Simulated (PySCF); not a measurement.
Work out the structure from these simulated measurements.

Formula: C2H7AlF2O.

| Item | Value |
| --- | --- |
| Dipole | 3.31 D [B3LYP/def2-SVPD] |
| UV, strongest line | among the 10 lowest singlet transitions: S5 at 7.29 eV (170 nm, f = 0.067) [TDDFT B3LYP/def2-SVPD] |
| 13C NMR | chemical shifts (computed TMS as zero) by class: 100.0 (2 C) ppm [GIAO PBE0/pcSseg-1] |
| Rotational structure | rotational constants A, B, C: 2.813, 2.142, 1.368 GHz [PBE0-D3(BJ)/def2-SVP] |
| NMR, other nuclei | isotropic shieldings of nuclei other than C and H, by class: 216 (1 O), 362 (2 F), 390 (1 Al) ppm [GIAO PBE0/pcSseg-1] |
| 1H NMR | chemical shifts (computed TMS as zero) by class: 5.68 (4 H), 4.43 (3 H) ppm [GIAO PBE0/pcSseg-1] |
| Polarisability | 65.4 au [B3LYP/def2-SVPD] |

Electronic properties: PySCF, gas phase, density fitting. Levels stand in brackets. Isolated species at its PBE0-D3(BJ)/def2-SVP geometry (one conformer only). Each NMR value is the plain mean over a class of atoms that symmetry, rotation or inversion makes alike.

Task: What is the compound? Reason from the data.

Result: Numbering: `[F:1][CH2:2][O+:3]([AlH3-:4])[CH2:5][F:6]`. 2 carbons fall into 1 class: sp3 C–F carbon [C2/C5] (100.0 ppm, 2 C). Hydrogen classes from least to most shielded: 4 H on 2 sp3 C–F carbons, C2/C5 (5.68 ppm), 3 H on an aluminium bonded to O and 3 H, Al4 (4.43 ppm). The other shieldings belong to: 216 ppm, oxygen bonded to Al and 2 C [O3]; 362 ppm, alkyl fluorine [F1/F6]; 390 ppm, aluminium bonded to O and 3 H [Al4]. By its constants the optimised geometry is an asymmetric top. Structure: `C(F)[O+](CF)[AlH3-]`. The assignments are read from this structure; whether some other isomer fits the data as well wasn't checked.

Conformer computed: `[F:1][CH2:2][O+:3]([AlH3-:4])[CH2:5][F:6]`: F1–C2–O3–Al4 112°, C2–O3–C5–F6 -72°.
